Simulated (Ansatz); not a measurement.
FGa2H3, SMILES `[F][GaH][GaH2]`, relaxed with RKS PBE0-D4/def2-TZVP in Ansatz 0.2.0 from a PBE-D4/def2-SVP geometry. The force threshold is 0.005 eV/Å; the program also tests the step.

Charge 0, multiplicity 1.

Start:

```xyz
6

F     2.055   -1.084   -0.752
Ga    0.656   -0.953    0.353
Ga   -0.811    0.958   -0.221
H     0.691   -2.108    1.444
H    -2.019    0.794   -1.236
H    -0.572    2.393    0.412
```

```
step   energy (eV)  largest force (eV/Å)  largest move (Å)
   1  -107507.3017                 0.305             0.000
   2  -107507.3088                 0.128             0.037
   3  -107507.3097                 0.052             0.013
   4  -107507.3098                 0.011             0.004
   5  -107507.3098                 0.002             0.001
```

End:

```xyz
6

F     2.031   -1.064   -0.749
Ga    0.649   -0.953    0.357
Ga   -0.808    0.954   -0.219
H     0.688   -2.097    1.435
H    -1.999    0.784   -1.231
H    -0.562    2.376    0.407
```

Hardware: 2 threads of an Arm Neoverse V1 on a shared host. Wall time 19 s, peak host memory 0.37 GiB.
